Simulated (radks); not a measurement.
Species: Tm V. Configuration: [Kr] 4d10 4f(up 6, down 6) 5s2 5p(up 3, down 2) (spins set by hand, not the high-spin state).

All-electron calculation, scalar-relativistic Kohn-Sham, PBE, spin-polarised, spherical densities, finite nucleus; Fermi nuclear charge, rms radius 5.2256 fm. Program: a radial shooting solver on a logarithmic mesh with Libxc functionals.

Energy parts (eV):
| part | energy |
|---|---|
| total | -369041.55 |
| kinetic | 401046.07 |
| electron-nucleus | -903793.20 |
| Hartree | 141420.53 |
| exchange-correlation | -7714.94 |

Orbitals (lengths in bohr, moments of r in powers of bohr; <r^-3> diverges for s and p1/2):
\begin{tabular}{lrrr}
orbital & occ. & eigenvalue (eV) & <r^-3> \\ \hline
1s up & 1 & -59325.53 & - \\
1s down & 1 & -59325.45 & - \\
2s up & 1 & -10051.25 & - \\
2s down & 1 & -10051.21 & - \\
2p up & 3 & -8881.678 & 15130 \\
2p down & 3 & -8881.609 & 15130 \\
3s up & 1 & -2297.987 & - \\
3s down & 1 & -2297.947 & - \\
3p up & 3 & -1943.702 & 3280 \\
3p down & 3 & -1943.653 & 3280 \\
3d up & 5 & -1505.988 & 433.2 \\
3d down & 5 & -1505.937 & 433.2 \\
4s up & 1 & -492.8890 & - \\
4s down & 1 & -492.8030 & - \\
4p up & 3 & -376.3797 & 743.0 \\
4p down & 3 & -376.2875 & 743.0 \\
4d up & 5 & -221.5390 & 82.64 \\
4d down & 5 & -221.4121 & 82.71 \\
5s up & 1 & -99.8516 & - \\
5s down & 1 & -98.9048 & - \\
5p up & 3 & -71.5481 & 104.6 \\
5p down & 2 & -70.5618 & 104.7 \\
4f up & 6 & -51.9832 & 12.22 \\
4f down & 6 & -51.6599 & 12.31 \\
\end{tabular}

The highest occupied level is 4f down at -51.660 eV. The spin density at the nucleus is -2.622 e/bohr^3 (1s -0.805, 2s 0.216, 3s 0.410, 4s 0.293, 5s -2.735). Summed over all electrons, <r^2> = 29.45 bohr^2, which gives a Langevin (diamagnetic) susceptibility term of -23.3 x 10^-6 cm^3/mol. The electron density at the nucleus is 1.002e+06 e/bohr^3 (large components only). Spin moment in Bohr magnetons: 1. The density falls to 0.001 e/bohr^3 at r = 2.97 bohr.
